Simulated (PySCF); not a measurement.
A PySCF script (with the pyscf-properties extension) for the NMR shieldings of SMILES [BH3-][S@+](C)CCC(=O)C=O, C5H11BO2S, on a GFN2-xTB geometry:

```python
import basis_set_exchange as bse
import numpy as np
from pyscf import gto, dft
from pyscf.prop import nmr

atoms = """
B    -2.634296    1.334695   -0.492697
S    -1.082138    0.174837   -0.863434
C    -1.683524   -1.398000   -0.168329
C     0.019050    0.712385    0.498321
C     1.319502   -0.069606    0.560859
C     2.248342    0.239002   -0.583468
O     2.154266    1.179156   -1.326851
C     3.390623   -0.765118   -0.738101
O     3.396557   -1.851777   -0.233788
H    -2.855922    1.174076    0.664684
H    -3.477500    0.920175   -1.214932
H    -2.254485    2.421219   -0.772873
H    -2.505446   -1.717929   -0.800364
H    -2.047073   -1.235183    0.841260
H    -0.895970   -2.144637   -0.187385
H     0.221245    1.762692    0.289390
H    -0.541724    0.632154    1.427946
H     1.156238   -1.148932    0.587817
H     1.857752    0.188410    1.479811
H     4.209354   -0.396941   -1.380599
"""
names = dict.fromkeys(["B", "S", "C", "O", "H"], "pcSseg-1")
basis = {el: gto.basis.parse(bse.get_basis(n, elements=[el], fmt="nwchem")) for el, n in names.items()}
mol = gto.M(atom=atoms, basis=basis, charge=0, verbose=0)
mf = dft.RKS(mol, xc="PBE0")
mf.grids.level = 2
mf.grids.alignment = dft.numint.BLKSIZE   # the property module wants whole blocks of grid points
mf.conv_tol = 1e-9
mf.kernel()

calc = nmr.RKS(mf)   # GIAO
C = mf.mo_coeff
Co = C[:, mf.mo_occ > 0]
resp = mf.gen_response(singlet=True, hermi=2)
def vind(x):   # induced exchange potential for any number of trial vectors
    d = np.einsum("pi,xij,qj->xpq", C, 2 * x.reshape(-1, C.shape[1], Co.shape[1]), Co, optimize=True)
    return np.einsum("xpq,pi,qj->xij", resp(d - d.transpose(0, 2, 1)), C, Co, optimize=True).ravel()
mo1, _ = nmr.rhf.solve_mo1(calc, with_cphf=vind)
sigma = calc.kernel(mo1)
for i, s in enumerate(sigma):   # ppm
    print("%2d %-2s %9.2f" % (i, mol.atom_pure_symbol(i), np.trace(s) / 3))
```

Problem. What does it print?

Solution. 
```
 0 B     124.22
 1 S     490.35
 2 C     156.69
 3 C     142.13
 4 C     151.88
 5 C     -15.61
 6 O    -349.05
 7 C     -10.48
 8 O    -377.31
 9 H      30.17
10 H      29.74
11 H      29.61
12 H      29.46
13 H      30.11
14 H      29.47
15 H      28.27
16 H      29.59
17 H      27.97
18 H      29.39
19 H      22.35
```

These numbers come from an equivalent density-fitted implementation of the same equations, which agrees with the script to about 0.01 ppm for H and up to a few tenths of a ppm for heavy atoms, so last digits may differ.

Size and cost of the density-fitted run: 215 basis functions, 54 s wall time on 1 thread of an Arm Neoverse V1, shared host; peak memory 1 GiB.
